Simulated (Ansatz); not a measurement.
## Ligand exchange: C3H6Ge + C3H7Cl → C2H3ClGe + C4H10

Species: C3H6Ge `C#[C][GeH2][CH3]`, singlet; C3H7Cl (2-chloropropane) `CC(C)Cl`, singlet; C2H3ClGe `C#[C][GeH2][Cl]`, singlet; C4H10 (isobutane) `CC(C)C`, singlet. The partners trade CH3 for Cl: Ge–CH3 and C–Cl bonds give way to Ge–Cl and C–CH3.

Shapes, held fixed at every level: PBE0-D4/def2-TZVP. Programs: Ansatz 0.2.0. The zero-point and thermal change to 298 K, harmonic and unscaled (PBE0-D4/def2-TZVP), is +3.8 kJ/mol.

```csv
level,kind,ΔH(298 K) (kJ/mol),less CCSD(T)/def2-TZVPP
HF/def2-SVP,Hartree–Fock,-103.2,-21.0
B3LYP-D4/def2-TZVPP,global hybrid,-82.7,-0.5
PBE0-D4/def2-TZVPP,global hybrid,-82.7,-0.5
wB97M-V/def2-TZVPP,range-separated hybrid,-83.1,-0.9
wB97X-V/def2-TZVPP,range-separated hybrid,-83.5,-1.3
MP2/def2-SVP,perturbation theory,-96.5,-14.3
MP2/def2-TZVPP,perturbation theory,-83.4,-1.2
CCSD(T)/def2-TZVPP,coupled cluster or CI,-82.2,0.0
```

The highest level, CCSD(T)/def2-TZVPP, gives ΔH(298 K) = -82.2 kJ/mol; the levels span -103.2 to -82.2. The column of differences is taken from that level and isn't an error. No measured value is set beside it here. Relativity is left out for Ge. Outer-core shells of Ge are correlated, in sets that cover them unevenly.
